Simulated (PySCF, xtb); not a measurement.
Be(SeH)(GeH3) (BeGeH4Se), SMILES [GeH3][Be][SeH].

GFN2-xTB run with xtb at its own geometry gives an orbital gap of 3.61 eV and a dipole moment of 1.52 D.

Geometry optimised at B3LYP-D3(BJ)/def2-SVP. The structure was generated by enumeration; whether it is a known compound was not checked. One conformer was computed; it need not be the lowest.

### Question
What does HF/def2-TZVPD (PySCF) give? (The exact figures need the calculation; the answer reports its results.)

### Answer
gap 10.94 eV (levels -9.89 and 1.04 eV), dipole 0.57 D.
